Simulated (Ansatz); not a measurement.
Cost and result up the ladder for Pt₃H₄ (7 atoms). The state is a singlet with charge 0. Geometry: PBE0-D4/def2-TZVP.

```xyz
7

Pt   -0.510    0.495   -1.774
Pt    0.670   -1.201   -0.441
Pt   -0.849    0.552    0.910
H     0.607    0.099    1.181
H     1.312   -1.879   -1.678
H    -0.296    1.567   -0.648
H    -0.934    0.366    2.451
```

Ansatz on 4 threads of Arm Neoverse V1 on a shared host. Times are rough, and most runs start from the orbitals of an earlier one. No level here is sound enough to serve as a yardstick. Binding counts from free atoms at the same level (Pt triplet, H doublet; other spins of the atoms weren't run), without zero-point energy or a counterpoise term.

In the def2 sets Pt takes a core potential; there is no spin–orbit coupling. No other spin state of charge 0 was run. Another isomer (singlet) lies 0.10 eV lower at PBE0-D4/def2-TZVP; other spin states weren't run for this one.

Run but left out: BHLYP-D4/def2-TZVP (restricted singlet, unstable in another Hartree–Fock run and untested here); CCSD(T)/def2-TZVP (restricted singlet, unstable towards broken spin symmetry).

```
                         level  functions  wall time
PBE-D4/def2-TZVP (with forces)        144      2.2 s
             PBE0-D4/def2-TZVP        144      2.7 s
           r2SCAN-D4/def2-TZVP        144      4.1 s
             ωB97M-V/def2-TZVP        144       11 s
```

Estimate what each level gives for the binding energy per atom (eV).


```
                         level  binding energy per atom (eV)                        remarks
PBE-D4/def2-TZVP (with forces)                          2.74  restricted SCF unstable in HF
             PBE0-D4/def2-TZVP                          2.55  restricted SCF unstable in HF
           r2SCAN-D4/def2-TZVP                          2.74  restricted SCF unstable in HF
             ωB97M-V/def2-TZVP                          2.49  restricted SCF unstable in HF
```
